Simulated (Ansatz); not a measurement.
Geometry optimisation, RHF/def2-SVP (Ansatz).

The input (input.yaml):

```yaml
crystal:
  periodic: [false, false, false]
  atoms:
    - { symbol: B, position_ang: [-0.230083, 0.506555, -0.256908] }
    - { symbol: F, position_ang: [-0.261057, -0.220943, 2.164426] }
    - { symbol: H, position_ang: [0.852893, 0.009379, -0.388245] }
    - { symbol: O, position_ang: [-1.350879, -0.125666, -0.6397] }
    - { symbol: H, position_ang: [-1.222917, -1.012783, -0.937511] }
    - { symbol: P, position_ang: [-0.366147, 2.361151, 0.237128] }
    - { symbol: H, position_ang: [-1.536054, 2.346972, 1.028014] }
    - { symbol: H, position_ang: [0.576209, 2.411461, 1.287278] }
    - { symbol: H, position_ang: [-0.464365, 0.662575, 2.238318] }
basis:
  gaussian: { orbitals: def2-SVP }
hamiltonian:
  xc: hf
relax:
  f_tol: 0.03
  max_steps: 50
```

Launched with:

```bash
$ ansatz run input.yaml --threads 1 --pin off --max-ram 2048MiB --backend cpu --events-out ev --progress --plain --runs-dir out
```

Question: Where does it end, and by what steps?

Answer: The run converged. After 40 steps the energy has fallen by 0.285 eV; F2 moved furthest, 1.36 Å.

```tsv
step	energy less start (eV)	largest force component (eV/Å)	accepted
0	0.0000	0.525	yes
2	-0.0622	0.697	no
4	-0.0953	0.325	yes
6	-0.0988	0.113	yes
8	-0.1016	0.078	yes
10	-0.1009	0.840	no
12	-0.1097	0.192	yes
14	-0.1125	0.172	yes
16	-0.1195	0.634	yes
18	-0.1321	1.074	yes
20	-0.0980	2.000	no
22	-0.1598	0.976	yes
24	-0.1924	0.163	yes
26	-0.2039	0.174	yes
28	-0.2159	0.773	yes
30	-0.2548	0.646	yes
32	-0.2744	0.352	yes
34	-0.2783	0.229	yes
36	-0.2844	0.082	yes
38	-0.2848	0.031	yes
40	-0.2851	0.014	yes
```

```xyz
9
Properties=species:S:1:pos:R:3
B -0.156 0.730 -0.440
F -1.462 -0.242 2.797
H 0.491 0.582 -1.441
O -0.709 -0.354 0.160
H -0.552 -1.178 -0.278
P -0.527 2.501 0.231
H -0.592 2.231 1.612
H 0.784 3.018 0.179
H -1.279 -0.348 1.913
```

Whether the end is a true minimum wasn't checked by a vibrational analysis.

The run took 60 s on 1 thread of Arm Neoverse V2, on a shared host, peak memory 0.14 GiB.
